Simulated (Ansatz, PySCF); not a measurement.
Reaction (SMILES): CCC[SiH]([SiH3])[SiH3] + 2 C (CH4) + 2 [SiH4] (SiH4) -> 2 CC (C2H6) + C[SiH3] [methylsilane] + 2 [SiH3][SiH3]
Structures are relaxed separately at B3LYP-D3(BJ)/def2-TZVP in Ansatz (a first-principles code), one conformer each, not searched for the lowest.
Geometry of the first species:
```xyz
20

C      3.7056     0.1041     0.4163
C      2.3614     0.2392    -0.2951
C      1.2221    -0.4736     0.4433
Si    -0.4583    -0.3703    -0.4235
Si    -2.1063    -1.4820     0.8197
Si    -1.1111     1.8618    -0.7308
H      4.4983     0.6215    -0.1279
H      3.9938    -0.9454     0.5110
H      3.6589     0.5264     1.4228
H      2.4443    -0.1607    -1.3102
H      2.1171     1.2994    -0.4094
H      1.1140    -0.0585     1.4508
H      1.4703    -1.5316     0.5776
H     -0.3667    -1.0151    -1.7631
H     -2.2703    -0.8279     2.1428
H     -1.7379    -2.9021     1.0512
H     -3.4129    -1.4442     0.1176
H     -0.1790     2.5942    -1.6247
H     -2.4715     1.9315    -1.3194
H     -1.1349     2.5609     0.5795
```

Wanted: bond separation energy (enthalpy at 298 K, with B3LYP-D3(BJ) rigid-rotor harmonic-oscillator terms from PySCF), in eV. Valence correlation only, unless marked. No spin-orbit coupling. No relativistic terms. Basis-set limits of correlation are two-point, X^-3; Hartree-Fock from the larger set. [CCSD(T)-MP2]/basis is that difference in the basis named.

| level | program | bond separation energy (eV) | minus last row |
|---|---|---|---|
| PBE0/6-31G* | Ansatz | 0.04 | -0.13 |
| PBE0/def2-SVP | Ansatz | 0.06 | -0.11 |
| MP2/cc-pV(T+d)Z | Ansatz | 0.23 | 0.06 |
| CCSD/6-31G* | Ansatz | 0.14 | -0.03 |
| CCSD/cc-pV(T+d)Z | Ansatz | 0.12 | -0.05 |
| CCSD/cc-pwCVTZ | Ansatz | 0.12 | -0.05 |
| CCSD(T)/STO-3G | Ansatz | 0.05 | -0.12 |
| CCSD(T)/6-31G | Ansatz | 0.21 | 0.04 |
| CCSD(T)/cc-pV(D+d)Z | Ansatz | 0.17 | 0.00 |
| RI-MP2/CBS(cc-pV(T+d)Z,cc-pV(Q+d)Z)+[CCSD(T)-MP2]/cc-pV(T+d)Z | Ansatz | 0.17 | 0.00 |
